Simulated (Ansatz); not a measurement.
All numbers were calculated with Ansatz.

`FC([SiH3])[SiH2]S` at its PBE0-D4/def2-TZVP geometry, where that method's forces vanish. Total charge 0; spin multiplicity 1.

```json
{"atom": "F1", "x (Å)": "0.537", "y (Å)": "-1.351", "z (Å)": "-1.012"}
{"atom": "C2", "x (Å)": "-0.159", "y (Å)": "-0.192", "z (Å)": "-0.612"}
{"atom": "Si3", "x (Å)": "0.835", "y (Å)": "1.334", "z (Å)": "-1.136"}
{"atom": "Si4", "x (Å)": "-0.496", "y (Å)": "-0.327", "z (Å)": "1.245"}
{"atom": "S5", "x (Å)": "-1.604", "y (Å)": "-2.092", "z (Å)": "1.692"}
{"atom": "H6", "x (Å)": "-1.122", "y (Å)": "-0.190", "z (Å)": "-1.139"}
{"atom": "H7", "x (Å)": "2.138", "y (Å)": "1.357", "z (Å)": "-0.426"}
{"atom": "H8", "x (Å)": "0.043", "y (Å)": "2.537", "z (Å)": "-0.765"}
{"atom": "H9", "x (Å)": "1.063", "y (Å)": "1.313", "z (Å)": "-2.603"}
{"atom": "H10", "x (Å)": "0.804", "y (Å)": "-0.300", "z (Å)": "1.963"}
{"atom": "H11", "x (Å)": "-1.345", "y (Å)": "0.813", "z (Å)": "1.672"}
{"atom": "H12", "x (Å)": "-0.694", "y (Å)": "-2.902", "z (Å)": "1.121"}
```

For each bond, give half the difference of the two atoms' forces along it (eV/Å; positive pushes the atoms apart) under PBE-D4, r2SCAN-D4, B3LYP-D4, ωB97M-V in def2-TZVPP. (Best estimate.)

The calculation gave: 
| bond | length (Å) | PBE-D4 | r2SCAN-D4 | B3LYP-D4 | ωB97M-V |
| --- | --- | --- | --- | --- | --- |
| F1–C2 | 1.410 | 0.51 | 0.41 | 0.45 | 0.33 |
| C2–Si3 | 1.896 | -0.06 | -0.05 | 0.03 | 0.01 |
| C2–Si4 | 1.892 | -0.05 | -0.04 | 0.00 | -0.04 |
| C2–H6 | 1.098 | 0.08 | -0.05 | -0.15 | -0.12 |
| Si3–H7 | 1.484 | 0.07 | -0.02 | -0.07 | -0.10 |
| Si3–H8 | 1.487 | 0.06 | -0.02 | -0.07 | -0.09 |
| Si3–H9 | 1.485 | 0.08 | -0.02 | -0.09 | -0.13 |
| Si4–S5 | 2.132 | 0.14 | 0.05 | 0.16 | 0.07 |
| Si4–H10 | 1.485 | 0.06 | -0.03 | -0.12 | -0.13 |
| Si4–H11 | 1.484 | 0.07 | -0.02 | -0.12 | -0.12 |
| S5–H12 | 1.345 | 0.26 | 0.01 | -0.02 | -0.09 |

B3LYP here is the variant with VWN-RPA as its local correlation; programs differ in this.
